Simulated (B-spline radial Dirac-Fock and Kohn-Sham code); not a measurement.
# Satellites and hypersatellites of the K lines of Cd²⁺

System: the Cd²⁺ ion, configuration [Kr] 4d9 5s1 (not the ground configuration).

Level of theory: ΔSCF Dirac-Fock with Breit, self-energy and vacuum polarisation, finite nucleus, configuration average; a B-spline atomic structure program. Each two-hole energy is an average over J within one jj subconfiguration, not an observable level; in light atoms, where LS coupling holds, the j-resolved values are not observed lines, and for a K spectator the Kα1 hypersatellite is nearly forbidden. No correlation.

Lines without a spectator: Kα2 (K-L2) 22982.0 eV, Kα1 (K-L3) 23171.8 eV, Kβ3 (K-M2) 26056.3 eV, Kβ1 (K-M3) 26091.0 eV. Shifts in eV with one spectator hole (a dash: not computed, or left out as unreliable):

| spectator hole | Kα2 | Kα1 | Kβ3 | Kβ1 |
| --- | --- | --- | --- | --- |
| K (1s) | +548.4 | +564.5 | +698.7 | +702.1 |
| L2 (2p1/2) | +59.9 | +75.3 | – | +160.0 |
| L3 (2p3/2) | +59.3 | +59.2 | +142.7 | – |
| M2 (3p1/2) | – | +8.46 | +19.00 | +23.14 |
| M3 (3p3/2) | +6.35 | – | +19.80 | +19.22 |
| M4 (3d3/2) | +1.06 | -1.45 | – | – |

With n spectator holes in 2p, averaged over the 2p shell (energies in eV):

```
n     KαLⁿ   step  hypersatellite KαʰLⁿ
0  23108.5      –               23667.6
1  23172.1  +63.6               23732.7
2  23236.9  +64.8               23798.9
3  23303.0  +66.1               23866.4
4  23370.3  +67.3               23935.2
5  23438.9  +68.6               24005.3
```
